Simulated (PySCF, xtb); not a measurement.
W(O)2(OH) (HO3W), SMILES [O]=[W](=[O])[OH] (connectivity only; charge and spin as stated), neutral, multiplicity 2. Other conformers were not sampled.

Harmonic wavenumbers (cm⁻¹) from GFN2-xTB (xtb) at its own minimum, in rising order: 84, 155, 247, 394, 550, 610, 792, 795, 3495.

Q: What does PBE-D3(BJ)/def2-SVP in PySCF give at its own minimum? (The exact figures need the calculation; the answer reports its results.)

A: 124, 201, 279, 342, 542, 717, 955, 990, 3766. Paired by order, the mean absolute difference is 102 cm⁻¹ and the zero-point energies are 10.2 and 11.3 kcal/mol.
